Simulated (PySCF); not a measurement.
# Electronic absorption of [Al(CN)4]-

Species: [Al(CN)4]-, C4AlN4 (charge -1).
SMILES: `N#[C][Al-]([C]#N)([C]#N)[C]#N`

The calculation used TDDFT B3LYP/def2-SVPD, vertical, gas phase, core orbitals frozen in the response in PySCF. Geometry: PBE0-D3(BJ)/def2-SVP; no solvent, vibrations or thermal averaging.

What does the calculation give for the low-lying excited states?

```json
{"state": "S1", "E (eV)": "6.87", "λ (nm)": "180.6", "ν̃ (cm⁻¹)": "55370", "f": "0.0000", "symmetry": "–", "main configurations (H = HOMO, L = LUMO)": "H-2→L/L+1/L+2 (≥26%), H-1→L/L+1/L+2 (≥24%), H→L/L+1/L+2 (≥24%)"}
{"state": "S2", "E (eV)": "6.95", "λ (nm)": "178.4", "ν̃ (cm⁻¹)": "56060", "f": "0.0000", "symmetry": "–", "main configurations (H = HOMO, L = LUMO)": "H-3→L/L+1/L+2 (≥14%), H-4→L/L+1/L+2 (≥9%), H→L/L+1/L+2 (≥8%)"}
{"state": "S3", "E (eV)": "6.95", "λ (nm)": "178.4", "ν̃ (cm⁻¹)": "56060", "f": "0.0000", "symmetry": "–", "main configurations (H = HOMO, L = LUMO)": "H-1→L/L+1/L+2 (≥13%), H-3→L/L+1/L+2 (≥10%), H-5→L/L+1/L+2 (≥8%)"}
{"state": "S4", "E (eV)": "6.95", "λ (nm)": "178.4", "ν̃ (cm⁻¹)": "56070", "f": "0.0000", "symmetry": "–", "main configurations (H = HOMO, L = LUMO)": "H-2→L/L+1/L+2 (≥20%), H-5→L/L+1/L+2 (≥12%), H-4→L/L+1/L+2 (≥9%)"}
{"state": "S5", "E (eV)": "7.08", "λ (nm)": "175.2", "ν̃ (cm⁻¹)": "57080", "f": "0.0000", "symmetry": "–", "main configurations (H = HOMO, L = LUMO)": "H-2→L/L+1/L+2 (≥16%), H→L/L+1/L+2 (≥13%), H-3→L/L+1/L+2 (≥10%)"}
{"state": "S6", "E (eV)": "7.08", "λ (nm)": "175.2", "ν̃ (cm⁻¹)": "57080", "f": "0.0000", "symmetry": "–", "main configurations (H = HOMO, L = LUMO)": "H-2→L/L+1/L+2 (≥13%), H-5→L/L+1/L+2 (≥13%), H-1→L/L+1/L+2 (≥10%)"}
{"state": "S7", "E (eV)": "7.11", "λ (nm)": "174.5", "ν̃ (cm⁻¹)": "57310", "f": "0.0000", "symmetry": "–", "main configurations (H = HOMO, L = LUMO)": "H→L/L+1/L+2 (≥24%), H-6→L/L+1/L+2 (≥11%), H-1→L/L+1/L+2 (≥11%)"}
{"state": "S8", "E (eV)": "7.11", "λ (nm)": "174.5", "ν̃ (cm⁻¹)": "57310", "f": "0.0000", "symmetry": "–", "main configurations (H = HOMO, L = LUMO)": "H-1→L/L+1/L+2 (≥14%), H→L/L+1/L+2 (≥11%), H-7→L/L+1/L+2 (≥10%)"}
{"state": "S9", "E (eV)": "7.11", "λ (nm)": "174.4", "ν̃ (cm⁻¹)": "57330", "f": "0.0000", "symmetry": "–", "main configurations (H = HOMO, L = LUMO)": "H-2→L/L+1/L+2 (≥20%), H-6→L/L+1/L+2 (≥13%), H-7→L/L+1/L+2 (≥9%)"}
{"state": "S10", "E (eV)": "7.23", "λ (nm)": "171.4", "ν̃ (cm⁻¹)": "58350", "f": "0.0044", "symmetry": "T2", "main configurations (H = HOMO, L = LUMO)": "H-3→L/L+1/L+2 (≥32%), H-6→L/L+1/L+2 (≥11%), H-5→L/L+1/L+2 (≥9%)"}
{"state": "S11", "E (eV)": "7.23", "λ (nm)": "171.4", "ν̃ (cm⁻¹)": "58350", "f": "0.0045", "symmetry": "T2", "main configurations (H = HOMO, L = LUMO)": "H-4→L/L+1/L+2 (≥17%), H-3→L/L+1/L+2 (≥13%), H-5→L/L+1/L+2 (≥10%)"}
{"state": "S12", "E (eV)": "7.24", "λ (nm)": "171.4", "ν̃ (cm⁻¹)": "58360", "f": "0.0045", "symmetry": "T2", "main configurations (H = HOMO, L = LUMO)": "H-5→L/L+1/L+2 (≥20%), H-4→L/L+1/L+2 (≥15%), H-7→L/L+1/L+2 (≥12%)"}
{"state": "S13", "E (eV)": "7.44", "λ (nm)": "166.6", "ν̃ (cm⁻¹)": "60030", "f": "0.0000", "symmetry": "–", "main configurations (H = HOMO, L = LUMO)": "H-4→L/L+1/L+2 (≥21%), H-3→L/L+1/L+2 (≥21%), H-6→L/L+1/L+2 (≥14%)"}
{"state": "S14", "E (eV)": "7.44", "λ (nm)": "166.5", "ν̃ (cm⁻¹)": "60040", "f": "0.0000", "symmetry": "–", "main configurations (H = HOMO, L = LUMO)": "H-5→L/L+1/L+2 (≥22%), H-3→L/L+1/L+2 (≥20%)"}
{"state": "S15", "E (eV)": "7.45", "λ (nm)": "166.5", "ν̃ (cm⁻¹)": "60060", "f": "0.0000", "symmetry": "–", "main configurations (H = HOMO, L = LUMO)": "H-5→L/L+1/L+2 (≥21%), H-4→L/L+1/L+2 (≥20%), H-7→L/L+1/L+2 (≥12%)"}
```

Triplets (Tamm–Dancoff): T1 5.82 eV, H→L/L+1/L+2 (≥14%), H-2→L/L+1/L+2 (≥13%); T2 5.82 eV, H-1→L/L+1/L+2 (≥14%), H-2→L/L+1/L+2 (≥12%); T3 5.82 eV, H→L/L+1/L+2 (≥14%), H-1→L/L+1/L+2 (≥12%).

The lowest singlet comes at 181 nm (662 kJ/mol) in the vacuum ultraviolet; it is dark (f under 0.0005); its leading configuration is HOMO-2→LUMO/LUMO+1/LUMO+2 (≥26%). The most intense listed level is S10/S11/S12 at 7.23 eV (171 nm, f = 0.013 summed), 0.37 eV above S1. S2/S3/S4, S5/S6, S7/S8/S9, S10/S11/S12 and S13/S14/S15 lie within about 0.01 eV of each other in each set; the point group Td has degenerate representations, and within a degenerate level the listed configurations can mix freely. Löwdin shares by element: HOMO (one of a set within 0.03 eV) nitrogen 54% or more, carbon 18% or more (atoms not listed hold the other 28%); LUMO (one of a set within 0.03 eV) carbon 27% or more, aluminium 21%, nitrogen 13% or more (atoms not listed hold the other 39%). Of the 15 states listed, none reaches f = 0.01 and 12 stay under 0.0005. The oscillator strengths of these states sum to 0.013; summed over the whole spectrum of an exact calculation they would give the number of electrons, 66 (Thomas–Reiche–Kuhn). Weighted by f, the mean energy of these states is 7.23 eV. No computed singlet lies in the visible range (380 to 750 nm); the lowest, at 181 nm, stands 3.60 eV above its violet end (3.26 eV). No detachment energy is given for this anion; states above it aren't bound, and a finite basis only mimics them. Symmetry labels in Td follow from the direction of the transition dipole and are given only for states with f of 0.002 or more. Orbitals of the list HOMO-3 to LUMO+2 that lie within 0.01 eV of each other are written together with a slash and their weights summed (≥ marks a lower bound); for degenerate orbitals outside that list single weights are arbitrary. Singlets were solved by full linear response, triplets in the Tamm–Dancoff approximation.
